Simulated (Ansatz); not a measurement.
BH$_{4}$NOSi, SMILES `OB1N[SiH2]1`. The species carries charge 0 and has multiplicity 1. Geometry: relaxed with PBE0-D4/def2-TZVP. It is one conformer, not always the lowest.

```xyz
8

O     1.969   -0.776   -0.204
B     0.748   -0.217   -0.060
N    -0.596   -0.580   -0.122
Si   -0.580    1.136    0.264
H     1.943   -1.714   -0.414
H    -1.175   -1.388   -0.295
H    -1.172    2.035   -0.763
H    -1.137    1.505    1.593
```

(1) What is the dipole moment at r2SCAN/def2-TZVPP? (Estimate.)

(2) And with PBE, B3LYP, ωB97M-V? (Best estimate.)

(3) Give the Mulliken charges with r2SCAN, ωB97M-V, PBE in def2-TZVPP. (Estimate.)

Answers

(1) Computed: 2.46 D, with components (-0.99, -2.20, -0.48) D in this frame, pointing from negative to positive charge.

(2) Ansatz gave: PBE 2.43 D, B3LYP 2.34 D, ωB97M-V 2.39 D.

(3) Ansatz gave: 
```
atom  r2SCAN  ωB97M-V    PBE
  O1   -0.33    -0.30  -0.26
  B2    0.25     0.27   0.20
  N3   -0.31    -0.28  -0.24
 Si4    0.22     0.10   0.10
  H5    0.20     0.18   0.19
  H6    0.13     0.10   0.14
  H7   -0.08    -0.03  -0.06
  H8   -0.08    -0.03  -0.06
```

B3LYP here is the variant with VWN-RPA as its local correlation; programs differ in this.
